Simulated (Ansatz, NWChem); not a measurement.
# A small benchmark: atomisation enthalpy at 298 K

8 molecules with halogens; the atomisation enthalpy at 298 K in kJ/mol, computed less measured. Shapes, held fixed at every level: PBE0-D4/def2-TZVP. Flexible molecules stand in one conformer, not always the lowest. Thermal terms are harmonic and unscaled (PBE0-D4/def2-TZVP); the spin-orbit lowering of the free atoms is taken from their spectra. Programs: Ansatz 0.2.0, NWChem 7.3.0. Measured values: Active Thermochemical Tables, NIST-JANAF tables.

Levels: A = PBE/6-311+G**; B = M06-2X/6-311+G**; C = CCSD(T)/def2-TZVPP.

```tsv
molecule	from tabulated heats	A	B	C
BCl3 (boron trichloride)	1337	+34	-4	-47
S2F2 (Difluorodisulfane)	1049	-32	-154	-106
PF3 (phosphorus trifluoride)	1513	-83	-131	-80
SiH2Cl2 (dichlorosilane (DCS))	1449	-70	-53	-50
SF4 (sulfur tetrafluoride)	1358	-61	-209	-85
SiF4 (silicon tetrafluoride)	2382	-155	-163	-80
C2H4F2 (SMILES CC(F)F)	2965	+48	-28	-73
C2H5Cl (chloroethane)	2756	+18	-24	-67
```

(1) Which level does best on this set, which worst, and which err to one side?

## Answers

(1) 
```json
{"level": "PBE/6-311+G**", "kind": "GGA", "mean error": "-37.6", "mean absolute error": "62.6", "worst case": "SiF4"}
{"level": "M06-2X/6-311+G**", "kind": "global hybrid", "mean error": "-95.8", "mean absolute error": "95.8", "worst case": "SF4"}
{"level": "CCSD(T)/def2-TZVPP", "kind": "coupled cluster or CI", "mean error": "-73.5", "mean absolute error": "73.5", "worst case": "S2F2"}
```

On this set PBE/6-311+G** has the smallest mean absolute error and M06-2X/6-311+G** the largest. PBE/6-311+G** is too low in 5 of 8; M06-2X/6-311+G** is too low in 8 of 8; CCSD(T)/def2-TZVPP is too low in 8 of 8. The heats of SiH2Cl2 (dichlorosilane (DCS)), SF4 (sulfur tetrafluoride) come from older tables and can be uncertain by 10 kJ/mol or more. Heats of the atoms come from ATcT where it has them, that of boron, 570 kJ/mol, from recent work. The levels differ in basis as well as in method. The tabulated value of S2F2 is in doubt (older tables, estimates, or at odds with other calculations) and kept here. Over the 7 molecules whose values aren't doubted the mean absolute errors are A 67.0; B 87.4; C 68.9. Correlated wave functions converge slowly with the basis. The set is small.
